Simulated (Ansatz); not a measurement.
Results of the Gaussian-basis code of Ansatz.

A structure relaxed at PBE0-D4/def2-TZVP, charge 0, multiplicity 1:

Cartesian coordinates in Å:
```
C 1.075 1.631 2.218
O 0.552 0.551 1.455
C 0.284 0.832 0.171
O 0.469 1.919 -0.308
C -0.265 -0.379 -0.567
C 0.781 -1.495 -0.529
C -0.561 0.014 -2.007
C -1.546 -0.845 0.128
H 0.372 2.466 2.236
H 2.019 1.979 1.796
H 1.228 1.241 3.222
H 1.713 -1.179 -1.004
H 1.001 -1.798 0.495
H 0.406 -2.365 -1.073
H 0.339 0.362 -2.515
H -0.955 -0.849 -2.548
H -1.297 0.819 -2.053
H -1.959 -1.704 -0.407
H -2.303 -0.057 0.131
H -1.353 -1.142 1.159
```

Give its formula and SMILES.

C6H12O2, `COC(=O)C(C)(C)C`.

Point group (tolerance 0.08 Å, 0.16 Å for H)?

Cs.

Summarise the bond lengths by kind.

3 × C–O 1.202 to 1.422 Å; 12 × C–H 1.088 to 1.093 Å; 4 × C–C 1.521 to 1.531 Å.
